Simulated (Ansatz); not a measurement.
Series SiX2: r2SCAN-D4/def2-TZVP single points in Ansatz on relaxed structures, gas phase. Core potentials for I, no spin–orbit coupling. Binding counts from free atoms in the multiplicity of their measured ground term, without zero-point energy. The structures are stationary points that may keep the symmetry of their start.

```tsv
species	atoms	state	geometry	HOMO (eV)	LUMO (eV)	gap (eV)	vertical IE (eV)	vertical triplet (eV)	binding per atom (eV)	point group (within 0.1 Å)
SiCl2	3	singlet	r2SCAN-D4/def2-TZVP	-6.88	-3.60	3.28	9.80	2.10	3.02	C2v
SiI2	3	singlet	r2SCAN-D4/def2-TZVP	-6.37	-3.93	2.44	8.84	1.62	2.20	C2v
SiF2	3	singlet	r2SCAN-D4/def2-TZVP	-7.32	-2.88	4.45	10.79	2.87	4.24	C2v
SiBr2	3	singlet	PBE-D4/def2-TZVP	-6.76	-3.83	2.93	9.49	1.92	2.65	C2v
Si(NH2)2 (SiN2H4)	7	singlet	PBE0-D4/def2-TZVP	-5.44	-0.93	4.51	8.47	3.14	3.51	C2v
Si(OMe)2 (C2H6O2Si)	11	singlet	PBE-D4/def2-SVP	-5.92	-1.95	3.98	8.81	2.77	4.02	C2v
```

The gap (eV) runs from 2.44 (SiI2) to 4.51 (Si(NH2)2). The vertical IE (eV) runs from 8.47 (Si(NH2)2) to 10.79 (SiF2). The vertical triplet (eV) runs from 1.62 (SiI2) to 3.14 (Si(NH2)2).
